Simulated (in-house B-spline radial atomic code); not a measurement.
How numerical settings move a run on Tm, [Xe] 4f13 6s2. Computed with an all-electron radial atomic-structure program (B-spline basis): Dirac-Kohn-Sham PBE0, spherical fractional occupations, Fermi nucleus of rms radius 5.2256 fm.

Command:
```bash
python run_scf.py task.json out
```
Settings of the sound reference run:
```
Z                69
electrons        69
configuration    [Xe] 4f13 6s2
hamiltonian      dirac
method           pbe0
spin_polarised   False
nucleus          fermi
rms_radius       5.2256
mass_number      169
atomic_mass      168.9342
speed_of_light   137.036
knot_spacing     0.22
spline_order     8
gauss_points     12
box_radius       50
max_iterations   70
damping          0.5
damped_steps     3
diis_vectors     10
tolerance        1e-08
start            Thomas-Fermi
```

Cost of the run: 3.3 s on 1 thread of Arm Neoverse N1, with other jobs on the host.

It converges in 13 iterations to -13579.941287 hartree, with 6s1/2 at -4.39821 eV. The other runs change the listed settings, some to values that make no sense; their results aren't properties of the atom or ion. Radii are in bohr (the nuclear one in fm), a minus after a letter asks for a j subshell, and «unchanged» means within 1e-8 hartree. The run stops when the residual is below 10 × tolerance × max(1, Z/10), or a noise floor if that is larger, and the energy moves by less than 1e-8 × √|E| hartree; so very loose and very tight tolerances often act alike.

```tsv
changed settings	outcome
first_knot = 0.0435	converged in 13 iterations, energy +5.97e+01 hartree from the reference, 6s1/2 level -3.0e-03 eV
electrons = 70, configuration = [Xe] 4f13 6s2 2f1, max_iterations = 75	stopped with error: there is no 2f shell
damped_steps = 0	converged in 12 iterations, energy unchanged, 6s1/2 level +1.2e-05 eV
box_radius = 200	converged in 13 iterations, energy unchanged
box_radius = 3	converged in 10 iterations, energy +3.06e+00 hartree from the reference, 6s1/2 level +4.1e+01 eV (the program warns: 6s1/2 has a positive eigenvalue: unbound, held by the box; 4f5/2 has a positive eigenvalue: unbound, held by the box)
box_radius = 5	converged in 11 iterations, energy +2.68e-01 hartree from the reference, 6s1/2 level +5.3e+00 eV (the program warns: 6s1/2 has a positive eigenvalue: unbound, held by the box; 5s1/2 reaches the box edge)
box_radius = 7.5	converged in 12 iterations, energy +2.51e-02 hartree from the reference, 6s1/2 level +7.7e-01 eV (the program warns: 6s1/2 reaches the box edge; 5p1/2 reaches the box edge)
knot_spacing = 0.15, first_knot = 1.45e-06, max_iterations = 60, tolerance = 0.0001	converged in 11 iterations, energy -6.66e-06 hartree from the reference, 6s1/2 level +7.0e-04 eV
method = hf, spin_polarised = True	stopped with error: spin polarisation is not served with the Dirac Hamiltonian
box_radius = 25	converged in 13 iterations, energy unchanged, 6s1/2 level +3.7e-07 eV
damped_steps = 30	converged in 36 iterations, energy unchanged, 6s1/2 level +1.4e-05 eV
knot_spacing = 1.4, spline_order = 5, max_iterations = 60	converged in 10 iterations, energy +1.07e+03 hartree from the reference, 6s1/2 level +1.9e+00 eV
box_radius = 2	converged in 9 iterations, energy +1.91e+01 hartree from the reference, 6s1/2 level +1.8e+02 eV (the program warns: 6s1/2 has a positive eigenvalue: unbound, held by the box; 5p1/2 has a positive eigenvalue: unbound, held by the box)
first_knot = 1.45e-05	converged in 13 iterations, energy -2.98e-06 hartree from the reference, 6s1/2 level -7.3e-07 eV
electrons = 77, configuration = [Xe] 4f13 6s2 8s2 8p6, max_iterations = 60	not converged after 60 iterations, last residual 5.8e-02
first_knot = 0.000145	converged in 13 iterations, energy +2.99e-05 hartree from the reference, 6s1/2 level -9.5e-07 eV
box_radius = 10	converged in 13 iterations, energy +2.27e-03 hartree from the reference, 6s1/2 level +1.1e-01 eV (the program warns: 6s1/2 reaches the box edge; 4f5/2 reaches the box edge)
first_knot = 0.00435	converged in 13 iterations, energy -8.37e-01 hartree from the reference, 6s1/2 level -5.0e-04 eV
```

Task: What happens with knot_spacing = 2, first_knot = 0.00145, max_iterations = 100, start = bare nucleus?

Result: Converged in 8 iterations, energy +3.26e+03 hartree from the reference, 6s1/2 level +5.9e-01 eV (the program warns: 2s1/2 reaches the box edge; 3s1/2 reaches the box edge).

Task: What happens with knot_spacing = 1, spline_order = 7, box_radius = 200, max_iterations = 50, damping = 0?

Result: Stopped with error: index 5 is out of bounds for axis 0 with size 5.

Task: What happens with first_knot = 1.45e-06?

Result: Converged in 13 iterations, energy -1.15e-06 hartree from the reference, 6s1/2 level -1.9e-06 eV.

Task: What happens with first_knot = 0.0145?

Result: Converged in 13 iterations, energy +5.21e+00 hartree from the reference, 6s1/2 level +2.7e-04 eV.
